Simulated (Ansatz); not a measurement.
Computed with Ansatz on PBE0-D4/def2-TZVP structures; ΔE is electronic, products minus reactants. CCSD(T)/CBS is the MP2 limit (def2-TZVPP, def2-QZVPP) plus CCSD(T) − MP2 in def2-TZVPP, frozen cores. DFT in def2-TZVPP. B3LYP here is the variant with VWN-RPA as its local correlation; programs differ in this. For Ge, Se outer-core shells are correlated without core-valence functions, which leaves a few kJ/mol of doubt a bond. Scalar relativity is left out up to krypton. Each species was taken in one conformer, which may not be the lowest.

Reaction (substitution at a C–Se bond): `C[Se]C(O)O` + `[OH][GeH3]` → `OC(O)[O][GeH3]` + `C[SeH]`

```csv
level,ΔE (kJ/mol)
PBE-D4,-10.1
PBE0-D4,-16.8
B3LYP-D4,-16.7
PBE0,-17.8
CCSD(T)/def2-TZVPP,-19.2
HF/def2-QZVPP,-39.1
HF/CBS(def2),-39.0
CCSD/CBS(def2),-17.0
```

What does CCSD(T)/CBS give? (An estimate is asked.)

The calculation gave: -13.9 kJ/mol. The listed levels differ from it by 3.8, -2.9, -2.8, -3.9, -5.3, -25.2, -25.1, -3.1 kJ/mol.

Largest T1 diagnostic among the species: 0.012.

From PBE to PBE0 (25 % exact exchange), in def2-TZVPP and without D4, ΔE moves by −6.6 kJ/mol. In def2-TZVPP, CCSD(T) changes the Hartree–Fock value by +20.5 kJ/mol (the triples alone add +3.1 kJ/mol) and MP2 by +28.1 kJ/mol.
